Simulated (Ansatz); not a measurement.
Calculated with Ansatz (gas phase, PBE0-D4/def2-TZVP geometries, no zero-point term in ΔE). CCSD(T)/CBS is the MP2 limit (def2-TZVPP, def2-QZVPP) plus CCSD(T) − MP2 in def2-TZVPP, frozen cores. Functionals use def2-TZVPP. B3LYP here is the variant with VWN-RPA as its local correlation; programs differ in this. HSE06 is defined as in plane-wave codes. Elements past krypton have def2 core potentials. For Br, Cd, Zn outer-core shells are correlated without core-valence functions, which leaves a few kJ/mol of doubt a bond. Scalar relativity is left out up to krypton. One conformer a species, not always the lowest.

`[NH2][Cd][Br]` + `[NH2][Zn][NH2]` → `[NH2][Cd][NH2]` + `[NH2][Zn][Br]`  (redistribution)

```csv
level,ΔE (kJ/mol),difference from CCSD(T)/CBS
PBE-D4,21.1,0.0
revPBE-D4,20.0,-1.1
BLYP-D4,21.4,0.3
r2SCAN-D4,22.7,1.6
B97M-V,23.5,2.4
PBE0-D4,22.5,1.4
B3LYP-D4,22.8,1.7
r2SCAN0-D4,23.5,2.4
BHLYP-D4,24.9,3.8
CAM-B3LYP-D4,24.6,3.5
ωB97X-V,23.9,2.8
ωB97M-V,24.0,2.9
B2PLYP,22.5,1.4
PBE-QIDH,22.6,1.5
PBE,21.2,0.1
revPBE,20.6,-0.5
BLYP,21.7,0.6
r2SCAN,22.7,1.6
PBE0,22.6,1.5
B3LYP,23.0,1.9
r2SCANh,23.1,2.0
r2SCAN0,23.5,2.4
HSE06,22.4,1.3
BHLYP,24.7,3.6
CAM-B3LYP,24.7,3.6
LC-ωPBE,26.2,5.1
RPA@PBE/def2-TZVPP,18.9,-2.2
HF/def2-SVP,22.6,1.5
CCSD/def2-SVP,12.3,-8.8
CCSD(T)/def2-SVP,10.3,-10.8
HF/def2-TZVPP,26.6,5.5
MP2/def2-TZVPP,20.0,-1.1
SCS-MP2/def2-TZVPP,20.2,-0.9
CCSD/def2-TZVPP,21.0,-0.1
CCSD(T)/def2-TZVPP,19.9,-1.2
HF/def2-QZVPP,25.7,4.6
MP2/def2-QZVPP,20.3,-0.8
SCS-MP2/def2-QZVPP,20.6,-0.5
HF/CBS(def2),25.5,4.4
CCSD/CBS(def2),22.2,1.1
CCSD(T)/CBS,21.1,0
```

Largest T1 diagnostic among the species: 0.015.

At CCSD(T), def2-SVP lies −10.8 kJ/mol from the extrapolated value and def2-TZVPP −1.2 kJ/mol. In def2-TZVPP, CCSD(T) changes the Hartree–Fock value by −6.7 kJ/mol (the triples alone add −1.1 kJ/mol) and MP2 by −6.6 kJ/mol.
